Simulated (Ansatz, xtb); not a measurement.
# C7H10O: which of two isomers lies lower

We compare a, `C/C=C1/C[C@@H]1C(C)=O`, a singlet, with b, `C/C=C1/C/C1=C(/C)O`, a singlet. Both are isolated molecules in the gas phase, relaxed with B3LYP/def2-SVP; the shapes shown needn't be the lowest conformers.

a (Å):

```yaml
atoms:
  - { symbol: C, position_ang: [-2.0155, -1.7279, 0.1406] }
  - { symbol: C, position_ang: [-2.4601, -0.2993, 0.0196] }
  - { symbol: C, position_ang: [-1.6984, 0.7143, -0.3725] }
  - { symbol: C, position_ang: [-1.5255, 2.1226, -0.6816] }
  - { symbol: C, position_ang: [-0.3477, 1.1354, -0.8318] }
  - { symbol: C, position_ang: [0.0869, 0.7806, -2.2316] }
  - { symbol: C, position_ang: [1.4617, 0.1550, -2.3626] }
  - { symbol: O, position_ang: [-0.6232, 0.9823, -3.1934] }
  - { symbol: H, position_ang: [-2.6065, -2.3845, -0.5216] }
  - { symbol: H, position_ang: [-0.9530, -1.8473, -0.1200] }
  - { symbol: H, position_ang: [-2.1624, -2.1055, 1.1677] }
  - { symbol: H, position_ang: [-3.5047, -0.0813, 0.2763] }
  - { symbol: H, position_ang: [-1.9312, 2.4932, -1.6306] }
  - { symbol: H, position_ang: [-1.4681, 2.8559, 0.1310] }
  - { symbol: H, position_ang: [0.4489, 1.1692, -0.0788] }
  - { symbol: H, position_ang: [1.6562, -0.1041, -3.4114] }
  - { symbol: H, position_ang: [2.2321, 0.8593, -2.0052] }
  - { symbol: H, position_ang: [1.5364, -0.7463, -1.7314] }
```

b (Å):

```yaml
atoms:
  - { symbol: C, position_ang: [-0.0053, 1.7350, -3.0080] }
  - { symbol: C, position_ang: [-0.8801, 0.5156, -3.0309] }
  - { symbol: C, position_ang: [-1.2326, -0.2075, -1.9629] }
  - { symbol: C, position_ang: [-2.0108, -1.3994, -1.4897] }
  - { symbol: C, position_ang: [-1.2253, -0.4939, -0.5833] }
  - { symbol: C, position_ang: [-0.8701, -0.2706, 0.6916] }
  - { symbol: C, position_ang: [0.0006, 0.8466, 1.1714] }
  - { symbol: O, position_ang: [-1.2857, -1.0720, 1.7095] }
  - { symbol: H, position_ang: [0.3248, 1.9820, -1.9881] }
  - { symbol: H, position_ang: [0.8956, 1.5952, -3.6322] }
  - { symbol: H, position_ang: [-0.5325, 2.6156, -3.4172] }
  - { symbol: H, position_ang: [-1.2594, 0.1950, -4.0087] }
  - { symbol: H, position_ang: [-3.1103, -1.3416, -1.4877] }
  - { symbol: H, position_ang: [-1.6220, -2.4042, -1.7160] }
  - { symbol: H, position_ang: [0.8879, 0.4434, 1.6882] }
  - { symbol: H, position_ang: [0.3280, 1.4810, 0.3386] }
  - { symbol: H, position_ang: [-0.5433, 1.4660, 1.9045] }
  - { symbol: H, position_ang: [-1.8424, -1.7718, 1.3373] }
```

Q: Estimate E(b) − E(a) at the level CCSD(T)/def2-SVP + ΔMP2/def2-TZVPP.

A: Calculated at CCSD(T)/def2-SVP + ΔMP2/def2-TZVPP: E(b) − E(a) = +0.770 eV, so structure a lies lower.

How the difference moves with the method:

```
                             level        geometry  E(b) − E(a) (eV)  departure from the last row (eV)  job, with rough time for the two
                          GFN2-xTB        GFN2-xTB              +0.560                            −0.210               optimisation, 0.3 s
                         HF/STO-3G        GFN2-xTB              +0.900                            +0.130              single point, 0.54 s
                r2SCAN-D4/def2-SVP        GFN2-xTB              +0.718                            −0.052               single point, 4.2 s
                    B3LYP/def2-SVP  B3LYP/def2-SVP              +0.722                            −0.049                optimisation, 56 s
                       HF/def2-SVP  B3LYP/def2-SVP              +0.958                            +0.188           part of the CCSD(T) run
                      MP2/def2-SVP  B3LYP/def2-SVP              +0.871                            +0.100           part of the CCSD(T) run
                  CCSD(T)/def2-SVP  B3LYP/def2-SVP              +0.887                            +0.116                      single point
CCSD(T)/def2-SVP + ΔMP2/def2-TZVPP  B3LYP/def2-SVP              +0.770                                                  single point, 94 s
```

As drawn, b has 1 C=C, 1 C–O, 1 O–H in place of 1 C–C, 1 C=O, 1 C–H.

The levels shown agree on the order. The largest departure from CCSD(T)/def2-SVP + ΔMP2/def2-TZVPP is that of GFN2-xTB, 0.210 eV. The last row adds to CCSD(T) the change of the MP2 difference between the two basis sets, here −0.116 eV.

With thermal terms from frequencies at re-optimised GFN2-xTB minima (ideal gas, soft modes damped towards free rotors, one conformer each, 298.15 K, 1 atm): on the last row, ΔE + ΔZPE = +0.753, ΔH = +0.763, ΔG = +0.745 eV.

The correlated steps freeze 8 core orbitals. Mirror images aren't counted in ΔG. Codes used: Ansatz 0.2.0, xtb 6.7.1; the last row on 2 threads of Intel(R) Xeon(R) 6975P-C (Granite Rapids) on a shared host.
